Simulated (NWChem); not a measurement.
Species: SiCl cation, singlet

```xyz
2

Si     0.0000     0.0000    -1.0823
Cl     0.0000     0.0000     0.8965
```
Atoms are numbered in this order, from 1.

Computed with NWChem. Low-valent species are run as closed-shell singlets; no triplet was tried in these runs. The geometry was optimised at B3LYP/6-31G* (spherical d). B3LYP is NWChem's, with the RPA form of VWN correlation. GIAO values for the isolated, static molecule; σ is the absolute isotropic shielding.

Task: Order these by “σ Cl2 (ppm)”, lowest first: B3LYP/pcSseg-2; B3LYP/cc-pVTZ; B3LYP/cc-pVDZ; B3LYP/pcSseg-1; B3LYP/cc-pCVTZ.

Result: B3LYP/pcSseg-1 (117.9), B3LYP/pcSseg-2 (136.7), B3LYP/cc-pCVTZ (154.6), B3LYP/cc-pVTZ (184.4), B3LYP/cc-pVDZ (204.2)
